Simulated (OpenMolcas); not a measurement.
## Dy3+: moving or changing the point charges

Dy3+ among 8 point charges of -1 e arranged as a hexagonal bipyramid (D6h), 2.37 Å from the ion, with the axial distance 2.394 Å.
```
   2.3700    0.0000    0.0000  -1.00
   1.1850    2.0525    0.0000  -1.00
  -1.1850    2.0525    0.0000  -1.00
  -2.3700    0.0000    0.0000  -1.00
  -1.1850   -2.0525    0.0000  -1.00
   1.1850   -2.0525    0.0000  -1.00
   0.0000    0.0000    2.3937  -1.00
   0.0000    0.0000   -2.3937  -1.00
```

```
Program             : OpenMolcas
Method              : CASSCF
Basis               : ANO-RCC-VDZP [7s6p4d2f1g]
Scalar Hamiltonian  : DKH2, point nucleus
Active space        : 9 electrons in 7 orbitals (4f)
State averaging     : 2S+1 = 6 odd, 21 roots; 2S+1 = 4 odd, 115 roots kept (CI in the orbitals of an earlier block, 108 in the spin-orbit step); 2S+1 = 2 odd, 82 roots kept (CI in the orbitals of an earlier block, 40 in the spin-orbit step)
Spin-orbit coupling : state interaction with AMFI integrals over the reference wave functions
```

Runs around this geometry, states. Energies in cm-1 above the lowest state or level, χT in cm3 K/mol.

```csv
R (Å),q (e),Ground state,First state of that spin,First gap with spin-orbit (degeneracies),Width of lowest J,χT at 300 K
2.37,-0.5,2S+1 = 6,36.1,"26.0 (2, 2)",391,14.011
2.37,-1,2S+1 = 6,70.8,"49.9 (2, 2)",786,13.896
2.53,-1,2S+1 = 6,55.2,"39.6 (2, 2)",649,13.947
2.78,-1,2S+1 = 6,38.6,"28.3 (2, 2)",491,13.996
```

Taking the width of the lowest J multiplet as R^-n, n = -ln(491 / 786) / ln(2.78 / 2.37) = 2.9 between the shortest and longest distance.

Scaling the charges by -0.5 / -1 = 0.50 scales the width of the lowest J multiplet by 391 / 786 = 0.50; with fixed orbitals a first-order splitting would follow the charge.

High states are left out of the spin-orbit mixing, which shifts the levels that they would mix with. Point charges carry no covalency, so the field is a model and not that of real ligands. An unlabelled pair can be two single states that coincide in this model. No measured value stands beside these numbers.

A state without a sure symmetry label is named by its multiplicity alone.
